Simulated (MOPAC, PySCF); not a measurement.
C3H7B, SMILES `BCC=C`, neutral singlet in the gas phase. 

Cartesian coordinates (Å):
```xyz
11

B      1.8420    -0.0433     0.0957
C      0.4184     0.5781     0.0591
C     -0.7312    -0.2535     0.5333
C     -1.8646    -0.4528    -0.1455
H      2.0918    -0.9660     0.8277
H      2.7312     0.4565    -0.5429
H      0.1879     1.1143    -0.8754
H      0.6130     1.3981     0.8020
H     -0.5942    -0.7522     1.4994
H     -2.0386     0.0172    -1.1170
H     -2.6556    -1.0964     0.2411
```
Charge 0, spin multiplicity 1.

All levels are single points at this geometry (PBE-D3(BJ)/def2-TZVP); Pople sets use spherical d functions. Orbital energies aren't observables, and empty levels follow the basis.

PBE-D3(BJ)/def2-TZVP in PySCF gives gap (eV) = 3.79.

Problem. Estimate the gap (eV) from each of these levels: B3LYP/6-31G* in PySCF; BP86/6-31G* in PySCF; M06-2X/6-31G* in PySCF; SVWN5/6-31G* in PySCF; HF/3-21G in PySCF; PM3 in MOPAC; PM6 in MOPAC; PM7 in MOPAC.

Solution. 
| level | gap (eV) |
|---|---|
| B3LYP/6-31G* in PySCF | 5.59 |
| BP86/6-31G* in PySCF | 3.84 |
| M06-2X/6-31G* in PySCF | 8.26 |
| SVWN5/6-31G* in PySCF | 3.66 |
| HF/3-21G in PySCF | 12.36 |
| PM3 in MOPAC | 10.57 |
| PM6 in MOPAC | 9.88 |
| PM7 in MOPAC | 9.44 |
